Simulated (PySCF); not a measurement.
A calculated (UHF, PySCF 2.14, 6-31G*, the non-relativistic Hamiltonian (point nucleus)) atom or ion has these occupied shells.

| shell | electrons | orbital energy (eV) | rms radius, mean of both spins (bohr) |
| --- | --- | --- | --- |
| 1s α | 1 | -12579.0 | 0.0521 |
| 1s β | 1 | -12578.9 | 0.0521 |
| 2s α | 1 | -1689.4 | 0.216 |
| 2s β | 1 | -1689.3 | 0.216 |
| 2p α | 3 | -1515.4 | 0.191 |
| 2p β | 3 | -1515.2 | 0.191 |
| 3s α | 1 | -280.74 | 0.623 |
| 3s β | 1 | -280.50 | 0.623 |
| 3p α | 3 | -218.85 | 0.640 |
| 3p β | 3 | -218.52 | 0.640 |
| 3d α | 5 | -109.08 | 0.690 |
| 3d β | 5 | -108.90 | 0.690 |
| 4s α | 1 | -54.863 | 1.82 |
| 4s β | 1 | -51.758 | 1.82 |
| 4p α | 1 | -42.304 | 2.05 |

(1) Name the element and its charge.

Answers

(1) Se³⁺ (selenium, charge +3), in [Ar] 3d10 4s2 4p1, 2P determinant.
